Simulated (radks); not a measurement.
The numbers below are computed, except where a source is named.
Exchange energies: the exact (Fock) value of the Kohn-Sham orbitals and density-functional approximations, as 100 (|E| - |E exact|)/|E exact|, negative where the magnitude is too small. Species: Mg [Ne] 3s2; Rh4+ [Kr] 4d5. Level of theory: non-relativistic Kohn-Sham, r2SCAN, spin-polarised, spherical densities, point nucleus; meta-GGA in the generalised Kohn-Sham scheme (a radial shooting solver on a logarithmic mesh with Libxc functionals). Every spin shell is full or empty, so the densities are truly spherical. Functionals are evaluated on that one density, not self-consistently.

| functional | Mg | Rh4+ |
|---|---|---|
| exact (hartree) | -15.9752 | -132.667 |
| LDA | -8.56 | -5.17 |
| revPBE | +0.09 | -0.33 |
| OPTX | +0.06 | +1.07 |
| AM05 | -7.36 | -4.78 |
| SOGGA | -3.67 | -2.44 |
| B86b | +0.25 | -0.06 |
| EV93 | +1.89 | -0.25 |
| APBE | +0.81 | +0.27 |
| TASK | -2.91 | -2.30 |
